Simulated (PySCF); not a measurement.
Input file for PySCF: R-B3LYP/6-31G* on CH4 (SMILES C) with ghost functions, monomers drawn apart or pushed together.

```python
from pyscf import gto, scf, dft, mp
from pyscf.data.elements import chemcore

mol = gto.M(
    atom='''
    C     0.08907237   -0.04279987   -0.04091320
    H    -0.95281287    0.05251676    0.26175068
    H     0.50384399   -0.96267908    0.36889348
    H     0.14996931   -0.07019624   -1.12800003
    H     0.65536519    0.80919831    0.33271602
    ghost-Si   -0.22998723    0.11148284    6.76447098
    ghost-H    0.29836634   -1.19963598    6.32683679
    ghost-H   -1.58391574    0.31255235    6.20217160
    ghost-H    0.66724227    1.18947140    6.29269234
    ghost-H   -0.30194919    0.14381145    8.24322768
    ''',
    basis='6-31g*',
    cart=True,
    charge=0, spin=0, verbose=3, max_memory=1800)
mf = dft.RKS(mol, xc='b3lyp')
mf.conv_tol = 1e-8
mf.max_cycle = 100
mf.kernel()
if not mf.converged:
    mf = mf.newton().run(mf.mo_coeff, mf.mo_occ)
```

Problem. Give the final energy of this run.

Solution. -40.5183 hartree.
